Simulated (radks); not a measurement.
Values are calculated unless marked as measured or tabulated.
Problem. Radial electron density D(r) = 4 pi r^2 rho(r) of an atom or ion with 29 electrons. Code: a radial shooting solver on a logarithmic mesh with Libxc functionals. Model: scalar-relativistic Kohn-Sham, r2SCAN, spin-polarised, spherical densities, finite nucleus; meta-GGA in the generalised Kohn-Sham scheme; Fermi nuclear charge, rms radius of each element as measured or else 0.836 A^(1/3) + 0.57 fm.

```
   r/bohr * D(r) (the largest magnitude, 41.2, reaches the edge; | marks zero)
 0.004307 |    *
 0.005608 |       *
 0.007361 |           *
 0.009662 |                *
  0.01258 |                        *
  0.01651 |                                *
  0.02168 |                                        *
  0.02823 |                                              *
  0.03705 |                                                *
  0.04863 |                                            *
  0.06332 |                                       *
  0.08312 |                                       *
   0.1091 |                                              *
   0.1421 |                                                      *
   0.1865 |                                                     *
   0.2448 |                                       *
   0.3187 |                          *
   0.4183 |                           *
   0.5447 |                                *
    0.715 |                            *
   0.9385 |                 *
    1.222 |       *
    1.604 |   *
    2.105 | *
    2.741 |*
    3.598 *
    4.723 *
     6.15 *
```

What is the nuclear charge?

Solution. Z = 30. The innermost maximum, from 1s, lies near gamma/Z bohr with gamma = sqrt(1 - (Z/c)^2) = 0.976, here 0.0325 bohr (found: 0.0350), and its height grows with Z. The density is that of the zinc ion Zn+ in [Ar] 3d10 4s1; the configuration itself is not fixed sharply by these data, and Z only to about a unit. D(r) has 3 maxima, at r = 0.0350, 0.159, 0.571 bohr, and minima at 0.0749, 0.359 bohr, inside which lie 2.09, 10.90 electrons.
